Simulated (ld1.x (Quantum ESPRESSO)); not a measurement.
# Transferability test, TM potential for erbium (Er)

Er, norm-conserving Troullier–Martins (Kleinman–Bylander form), made with ld1.x (Quantum ESPRESSO) 7.5 (PBE, fully relativistic). Core [Xe], reference 4f12 5d0 6s1.5 6p0.5. Waves: 6s (bound): rc 3.15 bohr; 5d (bound, empty): rc 2.40 bohr; 4f (bound): rc 1.20 bohr; 6p (bound): rc 3.95 bohr. Local part: the p channel. Core correction: none.

Open shells are filled in proportion to 2j + 1 (rel_dist='average').

Energies are relative to the spin-unpolarised reference configuration 4f12 5d0 6s1.5 6p0.5; without spin polarisation the order of configurations can differ from experiment. Not all tests gave a result: 1 of 7 tests not solved or not reliable. Left out of the table: 4f11 5d1 6s2 6p0 (solver errors, printed error -2254 eV). The p channel is local and has no spin–orbit splitting in the pseudo-atom.

```tsv
valence configuration	charge	ΔE all-electron (eV)	error AE − PS (meV)
4f12 5d0 6s1 6p0	+1	5.019	+17
4f12 5d0 6s0 6p0	+2	16.976	+258
4f12 5d1 6s0 6p0	+1	7.554	+63
4f11 5d1 6s1 6p0	+1	10.393	-1490
```

(1) What are ΔE and the potential's error for 4f12 5d0 6s2 6p0?

(2) What are ΔE and the potential's error for 4f12 5d1 6s1 6p0?

## Answers

(1) ΔE = -1.367 eV all-electron; the error (AE − PS) is +7.3 meV.

(2) ΔE = 1.575 eV all-electron; the error (AE − PS) is +4.2 meV.

These tests converged, but a pseudo level misses the all-electron one widely, so the file describes the atom poorly there or has found another state: 4f11 5d1 6s1 6p0: 4f by 3.6 eV.
